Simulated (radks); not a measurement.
The numbers below are computed, except where a source is named.
Problem. Radial electron density D(r) = 4 pi r^2 rho(r) of an atom or ion with 15 electrons. Code: a radial shooting solver on a logarithmic mesh with Libxc functionals. Model: Dirac Kohn-Sham, BLYP, spin-unpolarised, spherical densities, finite nucleus; Fermi nuclear charge, rms radius of each element as measured or else 0.836 A^(1/3) + 0.57 fm.

| r (bohr) | D(r) (e/bohr) |
|---|---|
| 0.002442 | 0.6018 |
| 0.003079 | 0.9232 |
| 0.003883 | 1.406 |
| 0.004858 | 2.090 |
| 0.006127 | 3.115 |
| 0.007665 | 4.514 |
| 0.009666 | 6.504 |
| 0.01219 | 9.152 |
| 0.01525 | 12.37 |
| 0.01923 | 16.29 |
| 0.02426 | 20.48 |
| 0.03035 | 24.18 |
| 0.03827 | 26.83 |
| 0.04826 | 27.46 |
| 0.06038 | 25.92 |
| 0.07614 | 22.97 |
| 0.09526 | 20.75 |
| 0.1201 | 21.22 |
| 0.1515 | 24.82 |
| 0.1895 | 28.68 |
| 0.239 | 28.78 |
| 0.3015 | 22.90 |
| 0.3771 | 14.42 |
| 0.4756 | 8.301 |
| 0.5998 | 7.108 |
| 0.7504 | 7.570 |
| 0.9464 | 6.051 |
| 1.184 | 3.104 |
| 1.493 | 0.9017 |
| 1.883 | 0.1383 |
| 2.356 | 0.01082 |
| 2.971 | 0.0002872 |

What is the nuclear charge?

Solution. Z = 23. The innermost maximum, from 1s, lies near gamma/Z bohr with gamma = sqrt(1 - (Z/c)^2) = 0.986, here 0.0429 bohr (found: 0.0456), and its height grows with Z. The density is that of the vanadium ion V8+ in [Ne] 3s2 3p3; the configuration itself is not fixed sharply by these data, and Z only to about a unit. D(r) has 3 maxima, at r = 0.0456, 0.214, 0.739 bohr, and minima at 0.104, 0.572 bohr, inside which lie 2.15, 10.48 electrons.
